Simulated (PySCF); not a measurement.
Compound: C3H10FSi3 (doublet state).
SMILES with atom numbers: `[F:1][C@H:2]1[SiH2:3][CH:4][SiH2:5][CH2:6][SiH2:7]1` (hydrogens: H8 on C2; H9, H10 on Si3; H11 on C4; H12, H13 on Si5; H14, H15 on C6; H16, H17 on Si7)

Cartesian coordinates in Å at the GFN2-xTB level; atoms count from 1:
```
atom  x, y, z in Å
F1     1.8602   -0.7918   -1.3676
C2     1.7089    0.0956   -0.2911
Si3    0.7022    1.6187   -0.9060
C4    -1.0567    1.0640   -1.0876
Si5   -1.9594   -0.0418    0.1070
C6    -0.7834   -1.4547    0.6260
Si7    0.9427   -0.8896    1.1613
H8     2.7283    0.4094   -0.0474
H9     1.2798    2.0908   -2.1684
H10    0.8692    2.6351    0.1457
H11   -1.5836    1.3663   -1.9813
H12   -3.1754   -0.5968   -0.5072
H13   -2.3312    0.7073    1.3205
H14   -0.6750   -2.1439   -0.2117
H15   -1.2463   -2.0225    1.4317
H16    1.8095   -2.0415    1.4439
H17    0.9033    0.0077    2.3223
```

The hyperfine couplings belong to this conformer and change with its torsions.

Level of theory: UKS B3LYP, pcH-1 on C F H Si, non-relativistic, mean-field spin-orbit, GIAO in PySCF 2.14.0. One conformer (not necessarily the lowest) at the GFN2-xTB geometry, without solvent, vibrations or thermal averaging. The geometry wasn't refined by DFT: couplings that depend on bond lengths, twists or pyramidal angles can differ widely from those at the functional's own minimum. Stability of the SCF solution: not tested.

Principal values of hyperfine tensors in MHz (contact, dipolar and spin–orbit terms together), for some of the nuclei:

```tsv
atom	isotope	A1	A2	A3
H13	1H	71.87	73.79	79.98
C4	13C	2.41	3.39	215.56
H11	1H	-88.01	-53.97	-18.39
Si3	29Si	41.69	44.65	45.65
Si5	29Si	39.53	42.32	43.51
C6	13C	14.72	15.00	21.70
C2	13C	13.01	13.57	21.23
H9	1H	2.22	2.51	10.51
```

Problem. Split each tensor into its isotropic and traceless parts, and turn a_iso into mT with g = 2.0027.

Solution. a_iso is a third of the trace, T = A − a_iso, and a(mT) = a(MHz)/(g × 13.996). The tensors hold a spin–orbit part: the run splits a_iso into a_FC + a_SO, and T includes its anisotropic share.

```csv
atom,a_iso (MHz),a_FC,a_SO,a_iso (mT),T1,T2,T3
H13,75.22,75.22,0.00,2.683,-3.34,-1.43,4.77
C4,73.79,73.88,-0.09,2.632,-71.38,-70.40,141.78
H11,-53.46,-53.47,0.01,-1.907,-34.55,-0.51,35.07
Si3,44.00,44.07,-0.08,1.570,-2.31,0.66,1.65
Si5,41.79,41.86,-0.07,1.491,-2.26,0.54,1.73
C6,17.14,17.14,0.00,0.612,-2.42,-2.14,4.55
C2,15.94,15.94,0.00,0.569,-2.93,-2.37,5.30
H9,5.08,5.08,0.00,0.181,-2.86,-2.57,5.43
```

Problem. What spin density at the nucleus of Si3 lies behind its contact coupling (g_N = -1.11058)?

Solution. a_FC = 800.24 MHz bohr³ × g_N × ρ(0)/(2S). With a_FC = 44.07 MHz and 2S = 1, ρ(0) = -0.04959 bohr⁻³. The nuclear moment is negative, so coupling and spin density have opposite signs.

Problem. H10 (1H, g_N = 5.58569) isn't in the table. Its spin density at the nucleus is 0.01774 bohr⁻³. What is its contact coupling?

Solution. By the same relation, a_FC = 79.3 MHz. Its full tensor has the principal values 76.08, 77.82, 84.04 MHz.

Problem. Name the largest traceless tensor T of the table and describe it.

Solution. C4: -71.4, -70.4, 141.8 MHz, axial, in the ratio −1:−1:+2, the form that spin in one p orbital centred on that nucleus gives.

Problem. In a single crystal, with the field along each principal axis of the tensor of H13 in turn, what first-order splitting does this nucleus give (isotropic g, quadrupole terms neglected)?

Solution. 2 lines (I = 1/2), spaced by |A_i|/(g × 13.996): 2.56, 2.63, 2.85 mT along the axes of A1, A2 and A3.

The run took 2.4 min of wall time (with the writing of density and orbital grids) on Arm Neoverse V1, one thread (shared host), and the process peaked at 1.1 GiB of memory.
